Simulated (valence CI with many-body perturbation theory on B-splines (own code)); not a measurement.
## O III: E2, M1 decay

Calculated by configuration interaction combined with many-body perturbation theory (CI+MBPT): four valence electrons over a frozen Dirac-Fock core [He], radial functions for each j: 11 s, 11 p, 9 d, 7 f, 5 g, 2 h, 1 i, with the one-electron correlation potential Σ1 (screened to all orders), the two-electron term Σ2, the three-electron term Σ3, Breit, model QED; selected single and double excitations, second order for the rest, scaled by the run's own slope (own B-spline code, finite nucleus).

Set against measurement, 32 paired levels are off by 91 cm⁻¹ on average, the worst by 230. These come from a selection out of Moore, Selected Tables of Atomic Spectra, NSRDS-NBS 3, section 11. Levels without a partner in it may be off by more. Among the levels kept, up to 570 cm⁻¹ of a level comes from second order outside the variational space, and about a tenth of that is noise between levels of different J, which matters for small intervals.

Lines 1 to 6 of 6 in falling wavelength, among levels below 47.165 eV, chosen from the decays that carry over 1 % of a level's rate. Wavelengths and rates use the calculated energies, so an error of 90 cm⁻¹ moves a line at 4941 Å by 0.44 % and its rate by three times that or more. Electric multipoles are in the length gauge, E1 and E2 with the static RPA response of the core. S is in atomic units (e²a₀⁴ for E2 and M2, e²a₀⁶ for E3), for M1 in squared Bohr magnetons. Weak lines are less certain than strong ones. Lines between different terms over intervals too small for the method are left out, as are lines whose strength nearly cancels.

```json
{"λ vac (Å)": "8.835e+05", "λ from measured levels": "8.836e+05", "Upper": "2s2 2p2 3P_1", "Lower": "2s2 2p2 3P_0", "Type": "M1", "A (s⁻¹)": "2.62e-05", "S (a.u.)": "2.01e+00"}
{"λ vac (Å)": "5.185e+05", "λ from measured levels": "", "Upper": "2s2 2p2 3P_2", "Lower": "2s2 2p2 3P_1", "Type": "M1", "A (s⁻¹)": "9.72e-05", "S (a.u.)": "2.51e+00"}
{"λ vac (Å)": "4989", "λ from measured levels": "", "Upper": "2s2 2p2 1D_2", "Lower": "2s2 2p2 3P_2", "Type": "M1", "A (s⁻¹)": "2.03e-02", "S (a.u.)": "4.67e-04"}
{"λ vac (Å)": "4941", "λ from measured levels": "4960", "Upper": "2s2 2p2 1D_2", "Lower": "2s2 2p2 3P_1", "Type": "M1", "A (s⁻¹)": "6.96e-03", "S (a.u.)": "1.56e-04"}
{"λ vac (Å)": "4352", "λ from measured levels": "4364", "Upper": "2s2 2p2 1S_0", "Lower": "2s2 2p2 1D_2", "Type": "E2", "A (s⁻¹)": "1.72e+00", "S (a.u.)": "2.39e+00"}
{"λ vac (Å)": "2314", "λ from measured levels": "2322", "Upper": "2s2 2p2 1S_0", "Lower": "2s2 2p2 3P_1", "Type": "M1", "A (s⁻¹)": "2.27e-01", "S (a.u.)": "1.04e-04"}
```
